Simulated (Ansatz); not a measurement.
One change: `BNC(C)O` becomes `CC(O)N[SiH3]`.

Ansatz, PBE0-D4/def2-TZVP geometries, multiplicity 1. Each molecule was computed in one conformer, which needn't be the lowest.

| property | `BNC(C)O` |
| --- | --- |
| HOMO energy (PBE/def2-TZVPP) / eV | -6.59 |
| LUMO energy (PBE/def2-TZVPP) / eV | -0.97 |
| LUMO energy (ωB97M-V/def2-TZVPP) / eV | 1.75 |
| HOMO energy (PBE0/def2-TZVPP) / eV | -8.09 |
| size of the dipole moment (ωB97M-V/def2-TZVPP) / D | 0.43 |
| HOMO–LUMO gap (B3LYP/def2-TZVPP) / eV | 7.59 |

Problem. What does the change do to each property? (An estimate is asked.)

Solution. Computed: 
```csv
property,`CC(O)N[SiH3]`,shift
HOMO energy (PBE/def2-TZVPP) / eV,-5.75,0.84
LUMO energy (PBE/def2-TZVPP) / eV,-0.54,0.43
LUMO energy (ωB97M-V/def2-TZVPP) / eV,1.86,0.11
HOMO energy (PBE0/def2-TZVPP) / eV,-7.16,0.93
size of the dipole moment (ωB97M-V/def2-TZVPP) / D,0.69,0.26
HOMO–LUMO gap (B3LYP/def2-TZVPP) / eV,6.98,-0.61
```

With PBE0 the HOMO rises by 0.93 eV and the LUMO rises by 0.31 eV, so the gap narrows by about 0.62 eV. PBE moves the HOMO by 0.84 eV and ωB97M-V by 0.98 eV. Dipoles are sizes alone; their direction can turn.

B3LYP here is the variant with VWN-RPA as its local correlation; programs differ in this.
